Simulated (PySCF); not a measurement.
Simulated Cl 2p region for bromine monochloride, `ClBr`, binding energy against the vacuum level.

Every computed line was given a Gaussian of 0.8 eV full width at half maximum and an area set by the number of equivalent atoms (split 2:1 within a doublet); the highest printed point is 100. Computed with PySCF, delta-SCF UKS SCAN, pcX-2 on the ionised atom, pcseg-1 elsewhere, spin-free X2C.

(binding energy (eV), intensity): (206.2, 0), (206.3, 1), (206.4, 2), (206.5, 4), (206.6, 8), (206.7, 14), (206.8, 24), (206.9, 38), (207.0, 55), (207.1, 73), (207.2, 88), (207.3, 98), (207.4, 100), (207.5, 93), (207.6, 80), (207.7, 63), (207.8, 45), (207.9, 30), (208.0, 19), (208.1, 11), (208.2, 8), (208.3, 7), (208.4, 10), (208.5, 15), (208.6, 23), (208.7, 31), (208.8, 40), (208.9, 47), (209.0, 50), (209.1, 49), (209.2, 44), (209.3, 37), (209.4, 28), (209.5, 19), (209.6, 12), (209.7, 7), (209.8, 4), (209.9, 2), (210.0, 1), (210.1, 0), (210.2, 0)

**Question.** How many maxima does the curve show, and how many computed lines lie under it?

**Answer.** The curve has 2 maxima (at 207.4 and 209.0 eV). Under it lie 2 lines from 1 inequivalent chlorine site, drawn as a 2p3/2, 2p1/2 pair.

**Question.** Decompose the envelope and assign each component. Numbering: `[Cl:1][Br:2]`.

**Answer.** 
| position (eV) | relative area | line | atoms | environment |
| --- | --- | --- | --- | --- |
| 207.37 | 0.67 | Cl 2p3/2 | Cl1 | chlorine bonded to Br |
| 209.03 | 0.33 | Cl 2p1/2 | Cl1 | chlorine bonded to Br |

Shake-up satellites, vibrational structure and lifetime widths aren't simulated. Spin–orbit coupling isn't in the SCF: each 2p doublet comes from a relaxed spin-free hole plus a matrix of the shell (mean-field spin–orbit coupling and the ground-state 2p splitting), with 2p3/2 averaged over its two sublevels. 2p1/2 minus 2p3/2 (ligand field included): Cl 1.66 eV. Isolated species at its PBE0-D3(BJ)/def2-SVP geometry, gas phase.
